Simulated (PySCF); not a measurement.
# [CeCl4]− relaxed at several levels

Computed with PySCF 2.14.0, def2-SVP on the ligands, density fitting, scalar-relativistic core potentials, no spin-orbit coupling, vacuum. Each row is relaxed at its own level from the same template. Distances are means of the shortest metal–ligand contacts, charges and spins Mulliken's; removal energies are rigid, with the ligand's formal charge and no counterpoise, so too large; for an anion taken off a cation in vacuum most of it is the attraction of opposite charges, and multiply charged cations can part far more cheaply with an electron moved from ligand to metal. lcecp potentials hold a fixed number of 4f electrons in the core, out of states, spins and gaps.

| level | basis on the metal | point group | M–Cl (Å) | charge on M (e) | removal of one Cl (eV) | strongest infrared band, degenerate modes summed (cm⁻¹) | unstable modes (below −25 cm⁻¹) |
| --- | --- | --- | --- | --- | --- | --- | --- |
| PBE0 | lcecp-1-SVP with ECP47 | Td | 2.650 | 0.81 | 4.86 | 301 | 0 |

Question: What does the calculation give for PBE, lcecp-1-SVP with ECP47?

Answer: point group: Td, M–Cl (Å): 2.657, charge on M (e): 0.61, removal of one Cl (eV): 4.89, strongest infrared band, degenerate modes summed (cm⁻¹): 296, unstable modes (below −25 cm⁻¹): 0.
```xyz
5

Ce    0.0000    0.0000    0.0000
Cl    1.5341    1.5341    1.5341
Cl   -1.5341   -1.5341    1.5341
Cl    1.5341   -1.5341   -1.5341
Cl   -1.5341    1.5341   -1.5341
```

One start shape was tried for each, so a minimum needn't be the lowest isomer.
